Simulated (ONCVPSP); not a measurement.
# Configuration tests for cerium (ONCV)

ONCVPSP 4.0.1 input, shortened (lines: element, Z, core and valence counts, functional; n l f; lmax; l rc ep ncon nbas qcut; lloc lpopt rc5 dvloc0; l nproj debl; icmod fcfact rcfact), PBE, fully relativistic:

```
  Ce 58.00    9    5        4      upf
    1    0    2.00
    2    0    2.00
    2    1    6.00
    3    0    2.00
    3    1    6.00
    3    2   10.00
    4    0    2.00
    4    1    6.00
    4    2   10.00
    4    3    0.50
    5    0    2.00
    5    1    6.00
    5    2    1.50
    6    0    2.00
    3
    0    2.40    0.00    4    7    5.70
    1    2.30    0.00    4    8    6.80
    2    3.00    0.00    4    9    5.40
    3    1.55    0.00    4    9    9.90
    4    5    1.05    4.00
    0    2    2.00
    1    2    2.20
    2    1    3.20
    3    1    0.90
    3    4.25    1.60
```

Open shells are filled in proportion to 2j + 1.

Energies are relative to the spin-unpolarised reference configuration 4f0.5 5s2 5p6 5d1.5 6s2; without spin polarisation the order of configurations can differ from experiment.

```json
{"valence configuration": "4f1 5s2 5p6 5d1 6s2", "charge": "0", "ΔE all-electron (eV)": "-1.748", "error AE − PS (meV)": "+50"}
{"valence configuration": "4f1 5s2 5p6 5d1 6s1", "charge": "+1", "ΔE all-electron (eV)": "4.322", "error AE − PS (meV)": "+60"}
{"valence configuration": "4f1 5s2 5p6 5d1 6s0 6p2", "charge": "0", "ΔE all-electron (eV)": "3.232", "error AE − PS (meV)": "+69"}
```

What are ΔE and the potential's error for 4f1 5s2 5p6 5d1 6s0?

ΔE = 15.401 eV all-electron; the error (AE − PS) is +69 meV.

Levels in the configuration 4f1 5s2 5p6 5d1 6s0:

```tsv
level	all-electron (eV)	pseudo (eV)
4f j=7/2	-18.024	-18.292
4f j=5/2	-18.360	-18.633
5s j=1/2	-53.315	-53.216
5p j=3/2	-35.076	-35.090
5p j=1/2	-37.851	-37.844
5d j=5/2	-14.741	-14.780
5d j=3/2	-15.002	-15.039
```

These tests converged, but a pseudo level misses the all-electron one widely, so the file describes the atom poorly there or has found another state: 4f1 5s2 5p6 5d1 6s0 6p2: empty 6s by 8.9 eV.

Note: ghosts flagged at negative energy: s at -134.4 eV; GHOST(+) flagged for p3/2 at 77.0 eV, p1/2 at 91.2 eV. A true bound ghost makes a file unfit for plane-wave use.
